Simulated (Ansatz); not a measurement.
Relaxation of C₂H₇FSi (11 atoms, charge 0, multiplicity 1), to a largest force component of 0.02 eV/Å in at most 40 steps.

These are results of RKS LDA/6-31G in Ansatz 0.2.0, not measurements.

```xyz
11
Properties=species:S:1:pos:R:3
Si 0.000 0.000 0.000
F 0.000 0.000 1.590
C 1.763 0.000 -0.623
H 2.111 -1.046 -0.751
H 1.812 0.528 -1.598
H 2.415 0.519 0.111
C -0.881 1.526 -0.623
H -1.933 1.272 -0.867
H -0.862 2.311 0.162
H -0.370 1.903 -1.534
H -0.688 -1.191 -0.486
```

Where does it end, and by what steps?

It converged. The force dipped under the threshold on the way, but the program's further checks kept it going. Limits of this set-up: no polarisation functions. After 9 steps the energy has fallen by 0.361 eV; H8 moved furthest, 0.62 Å.

| step | energy less start (eV) | largest force component (eV/Å) | accepted |
| --- | --- | --- | --- |
| 0 | 0.0000 | 4.119 | yes |
| 1 | -0.2210 | 2.175 | yes |
| 2 | -0.3153 | 0.274 | yes |
| 3 | -0.3470 | 0.113 | yes |
| 4 | -0.2801 | 1.129 | no |
| 5 | -0.3560 | 0.020 | yes |
| 6 | -0.3592 | 0.144 | yes |
| 7 | -0.3583 | 0.154 | no |
| 8 | -0.3606 | 0.026 | yes |
| 9 | -0.3609 | 0.009 | yes |

```xyz
11
Properties=species:S:1:pos:R:3
Si -0.030 -0.053 -0.161
F -0.200 -0.331 1.512
C 1.802 0.024 -0.563
H 2.320 -0.908 -0.276
H 1.943 0.179 -1.649
H 2.280 0.864 -0.028
C -0.884 1.565 -0.580
H -1.954 1.541 -0.311
H -0.409 2.404 -0.039
H -0.803 1.762 -1.666
H -0.698 -1.227 -0.859
```

Time of the run: 18 s on 1 thread of Arm Neoverse V2, with other jobs on the host, peak memory 0.13 GiB.
